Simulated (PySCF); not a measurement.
SMILES [CH2]COB(OCC)OCC, doublet (GFN2-xTB optimised geometry):

```
24

C     -2.128     2.631     0.176
C     -0.853     1.896     0.161
O     -1.083     0.520     0.000
B     -0.198    -0.512     0.000
O      1.173    -0.512     0.000
C      2.070     0.542    -0.260
C      2.141     0.875    -1.748
O     -0.818    -1.724     0.008
C     -0.103    -2.944    -0.011
C      0.412    -3.323     1.373
H     -3.049     2.093     0.101
H     -2.121     3.698     0.277
H     -0.299     2.080     1.104
H     -0.206     2.282    -0.651
H      3.049     0.187     0.085
H      1.809     1.437     0.317
H      1.164     1.179    -2.117
H      2.853     1.680    -1.915
H      2.457    -0.001    -2.309
H     -0.811    -3.698    -0.372
H      0.738    -2.873    -0.710
H      1.118    -2.571     1.715
H     -0.415    -3.373     2.076
H      0.908    -4.289     1.333
```

Level of theory: unrestricted B3LYP/def2-SVP in PySCF.

Question: What are the frontier orbital energies (α orbitals alone; a β orbital can be the lowest empty one) and the dipole moment?

Answer: HOMO-2 -7.96 eV, HOMO-1 -7.39 eV, HOMO -5.70 eV, LUMO 1.17 eV, LUMO+1 1.67 eV; dipole moment 2.86 D.

Meta-Löwdin charges at B3LYP/def2-SVP: C1 -0.23, C2 0.06, O3 -0.39, B4 0.51, O5 -0.41, C6 0.06, C7 -0.29, O8 -0.40, C9 0.06, C10 -0.29, H11 0.12, H12 0.10, H13 0.09, H14 0.08, H15 0.10, H16 0.08, H17 0.10, H18 0.10, H19 0.10, H20 0.09, H21 0.08, H22 0.10, H23 0.10, H24 0.09.
